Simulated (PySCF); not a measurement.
CHBClNO2. Atoms are numbered in the order given.

```xyz
7

B      0.4746    -0.6138     0.0000
Cl    -1.0339    -1.5752     0.0000
N      0.4117     0.8047     0.0000
C      0.0012     1.9426     0.0000
O     -0.3470     3.0695     0.0000
O      1.6858    -1.2250     0.0000
H      1.6037    -2.1959     0.0000
```

Geometry: PBE-D3(BJ)/def2-SVP. This is a generated structure with no PubChem entry under its InChIKey; it may be hypothetical. The values are those of a single conformer.

Calculation: PBE-D3(BJ)/def2-SVP in PySCF.

Frequencies are harmonic and unscaled.

| mode | ν (cm⁻¹) | IR (km/mol) | moving atoms (share of kinetic energy) |
|---|---|---|---|
| 1 | 39 | 0.4 | O 44 %, Cl 26 %, N 24 % |
| 2 | 96 | 1.1 | N 60 %, O 32 % |
| 3 | 312 | 15.8 | O 36 %, N 23 %, Cl 20 %, H 8 % |
| 4 | 383 | 0.8 | O 31 %, N 29 %, Cl 28 % |
| 5 | 544 | 1.8 | B 63 %, H 27 % |
| 6 | 553 | 35.3 | C 44 %, O 32 %, Cl 9 % |
| 7 | 574 | 111.9 | H 64 %, B 20 %, O 14 % |
| 8 | 580 | 1.0 | O 34 %, C 33 %, Cl 15 %, N 9 % |
| 9 | 586 | 36.5 | C 71 %, O 15 %, N 14 % |
| 10 | 874 | 218.9 | H 48 %, B 33 %, O 13 % |
| 11 | 1116 | 347.6 | B 40 %, H 37 %, O 18 % |
| 12 | 1339 | 293.6 | B 56 %, O 35 % |
| 13 | 1604 | 219.5 | N 46 %, O 26 %, B 24 % |
| 14 | 2425 | 1334.1 | C 68 %, N 21 %, O 11 % |
| 15 | 3747 | 110.1 | H 94 % |
